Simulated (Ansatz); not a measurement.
H₆O₄SiTi, SMILES [OH][Ti]1([OH])([OH])[O][SiH3]->1, multiplicity 1. Atoms are numbered in the order given.

```xyz
12

Si    -2.6313    -0.4371    -0.2599
O     -1.0007    -0.1584    -0.1874
Ti     0.7767     0.1360    -0.1277
O      1.6545    -1.4242    -0.1900
O      1.2023     0.9874     1.3899
O      1.2750     1.1429    -1.5229
H     -3.3787     0.7110     0.3329
H     -2.9782    -1.6755     0.4977
H     -3.0642    -0.6077    -1.6783
H      2.2130    -1.8521     0.4701
H      1.5662     1.8704     1.5266
H      1.8442     0.9306    -2.2724
```

Geometry optimised at B3LYP-D3(BJ)/def2-SVP. The multiplicity is an assumed one; other spin states were not compared. Other conformers were not sampled.

Two levels are set side by side: PBE-D3(BJ)/def2-SVP (Ansatz, a program for electronic structure) and B3LYP-D3(BJ)/def2-SVP (Ansatz). Each level has its own optimised geometry; the coordinates shown are those of the second. Differences are taken from unrounded values.

| quantity | B3LYP-D3(BJ) |
|---|---|
| mean bond length (Å) | 1.473 |
| bond Si1–O2 (Å) | 1.656 |
| bond O2–Ti3 (Å) | 1.803 |
| bond Ti3–O4 (Å) | 1.791 |
| bond Ti3–O5 (Å) | 1.791 |
| bond Ti3–O6 (Å) | 1.791 |
| bond Si1–H7 (Å) | 1.493 |
| bond Si1–H8 (Å) | 1.493 |
| bond Si1–H9 (Å) | 1.493 |
| bond O4–H10 (Å) | 0.965 |
| bond O5–H11 (Å) | 0.965 |
| bond O6–H12 (Å) | 0.965 |

**Question.** What does PBE-D3(BJ) give, and how far is it from B3LYP-D3(BJ)? (Estimate from the structure and the level; the computed values follow.)

**Answer.** 
```
quantity              PBE-D3(BJ)  PBE-D3(BJ) minus B3LYP-D3(BJ)
--------------------  ----------  -----------------------------
mean bond length (Å)       1.484                          0.011
bond Si1–O2 (Å)            1.666                          0.010
bond O2–Ti3 (Å)            1.812                          0.010
bond Ti3–O4 (Å)            1.802                          0.011
bond Ti3–O5 (Å)            1.802                          0.011
bond Ti3–O6 (Å)            1.802                          0.011
bond Si1–H7 (Å)            1.506                          0.014
bond Si1–H8 (Å)            1.506                          0.014
bond Si1–H9 (Å)            1.506                          0.014
bond O4–H10 (Å)            0.973                          0.008
bond O5–H11 (Å)            0.973                          0.008
bond O6–H12 (Å)            0.973                          0.008
```

Exact exchange shortens and stiffens bonds; PBE has none. Differences between two approximate levels are no errors against the true value.
